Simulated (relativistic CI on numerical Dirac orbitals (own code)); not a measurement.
Radial Dirac CI calculation of Pb II.

Command:

```sh
python run_levels.py task.json out
```

Input:

```
atom Pb  Z=82  charge=1  electrons=81
nucleus A=208  rms_radius_fm=5.5012
hamiltonian dirac-coulomb  breit=on  qed=off  c_scale=1
orbitals kli  potential=per-configuration
slater_scale 1
correlation none
mixing on
grid step=0.0125 r_max=129.7
scf mixing=0.4 start=green max_iterations=150 tolerance=2e-08 node_fill=0.05
configurations
  [Xe] 4f14 5d10 6s2 6p
  [Xe] 4f14 5d10 6s2 6d
  [Xe] 4f14 5d10 6s 6p2
end
```

Output:

```
SCF 1: [Xe] 4f14 5d10 6s2 6p
 iter      energy (Ha)   residual   last orbital (Ha)
    1    -20882.591015   2.92e+00     -0.86037
    2    -20911.440362   7.55e-01     -0.52147
    3    -20913.162347   2.90e-01     -0.46539
    4    -20913.412482   1.32e-01     -0.47920
    5    -20913.427160   1.96e-02     -0.46986
    6    -20913.425403   7.08e-03     -0.46687
    7    -20913.426903   2.61e-03     -0.46789
    8    -20913.426555   9.08e-05     -0.46764
    9    -20913.426550   9.80e-06     -0.46762
   10    -20913.426548   4.98e-06     -0.46763
   11    -20913.426548   4.33e-07     -0.46763
   12    -20913.426548   1.20e-08     -0.46763
SCF 2: [Xe] 4f14 5d10 6s2 6d
 iter      energy (Ha)   residual   last orbital (Ha)
    1    -20882.841025   2.90e+00     -0.31508
    2    -20911.153207   7.56e-01     -0.22562
    3    -20912.894516   2.90e-01     -0.21207
    4    -20913.139581   1.31e-01     -0.21263
    5    -20913.152956   2.07e-02     -0.21071
    6    -20913.151222   6.73e-03     -0.20986
    7    -20913.152468   1.94e-03     -0.21003
    8    -20913.152202   6.76e-05     -0.20999
    9    -20913.152201   9.17e-05     -0.20998
   10    -20913.152212   4.50e-06     -0.20999
   11    -20913.152213   1.36e-06     -0.20999
   12    -20913.152213   8.72e-09     -0.20999
SCF 3: [Xe] 4f14 5d10 6s 6p2
 iter      energy (Ha)   residual   last orbital (Ha)
    1    -20882.574167   2.90e+00     -0.86037
    2    -20911.129591   7.54e-01     -0.52000
    3    -20912.853827   2.91e-01     -0.46775
    4    -20913.101674   1.31e-01     -0.48718
    5    -20913.115737   1.98e-02     -0.47761
    6    -20913.114080   7.32e-03     -0.47455
    7    -20913.115459   2.06e-03     -0.47575
    8    -20913.115156   2.49e-04     -0.47549
    9    -20913.115194   1.25e-05     -0.47553
   10    -20913.115191   3.54e-06     -0.47553
   11    -20913.115191   6.70e-07     -0.47553
   12    -20913.115191   7.37e-09     -0.47553
orbital energies (Ha): 5s -5.6550  5p1/2 -4.1337  5p3/2 -3.3258  5d3/2 -1.2319  5d5/2 -1.1384  6s -0.8194  6p1/2 -0.5321  6p3/2 -0.4676
configuration averages (Ha): Dirac-Coulomb, Breit, QED
  6s2 6p                      -20913.426548   24.738826    0.000000
  6s2 6d                      -20913.152213   24.738231    0.000000
  6s 6p2                      -20913.115191   24.738729    0.000000
levels: no., configuration, term, J, E (cm-1), weight
   1 6s2 6p                 2P*  1/2              0.0  1.00
   2 6s2 6p                 2P*  3/2          14390.2  1.00
   3 6s 6p2                 4P   1/2          47470.1  0.94
   4 6s 6p2                 4P   3/2          54711.3  0.98
   5 6s 6p2                 4P   5/2          60949.6  0.70
   6 6s2 6d                 2D   3/2          65671.9  0.78
   7 6s2 6d                 2D   5/2          67900.3  0.71
   8 6s 6p2                 2D   3/2          82813.9  0.73
   9 6s 6p2                 2D   5/2          88441.6  0.79
  10 6s 6p2                 2P   1/2          90254.8  0.50
  11 6s 6p2                 2P   1/2         104544.8  0.50
  12 6s 6p2                 2P   3/2         108215.1  0.93
lowest total energy -20888.731434 Ha
end: converged
```

Against the reference input this run has: QED terms off. The reference run ends at -20871.690813 Ha with Breit and QED terms.

With so few configurations and no correlation, terms lie too far apart (by 10 to 50 % or more near neutrality), their order can be wrong, and levels of other configurations are missing.
